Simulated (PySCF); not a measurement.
C2H7NO2Si, SMILES C=C[Si](N)(O)O, PBE0/def2-SVP optimised geometry.

```
13

C     -1.50     0.99     0.60
C     -0.40     0.54     0.00
Si     0.10    -1.25     0.00
N     -0.70    -2.01     1.32
O      1.76    -1.25     0.00
O     -0.30    -2.12    -1.36
H     -2.18     0.32     1.14
H     -1.79     2.05     0.58
H      0.24     1.25    -0.53
H     -0.71    -3.02     1.39
H     -0.64    -1.59     2.25
H      2.18    -2.05    -0.34
H     -1.24    -2.27    -1.50
```

Density from PySCF with PBE0/def2-TZVP at that geometry.

Minimum of the electron density along straight lines between bonded atoms, close to the bond critical point (lines longer than 1.1 times the sum of covalent radii, or with two minima, are not listed):

| bond | length / Å | ρ at the minimum / e bohr⁻³ | ∇²ρ there / e bohr⁻⁵ | position (fraction from the first atom) |
|---|---|---|---|---|
| C1–C2 | 1.339 | 0.345 | -1.04 | 0.51 |
| C2–Si3 | 1.858 | 0.127 | 0.21 | 0.61 |
| Si3–N4 | 1.725 | 0.134 | 0.55 | 0.40 |
| Si3–O5 | 1.660 | 0.136 | 0.76 | 0.41 |
| Si3–O6 | 1.668 | 0.134 | 0.75 | 0.41 |
| C1–H7 | 1.096 | 0.278 | -0.97 | 0.65 |
| C1–H8 | 1.096 | 0.278 | -0.97 | 0.65 |
| C2–H9 | 1.098 | 0.274 | -0.93 | 0.65 |
| N4–H10 | 1.014 | 0.331 | -1.59 | 0.74 |
| N4–H11 | 1.014 | 0.331 | -1.60 | 0.74 |
| O5–H12 | 0.962 | 0.355 | -2.42 | 0.81 |
| O6–H13 | 0.961 | 0.356 | -2.42 | 0.81 |
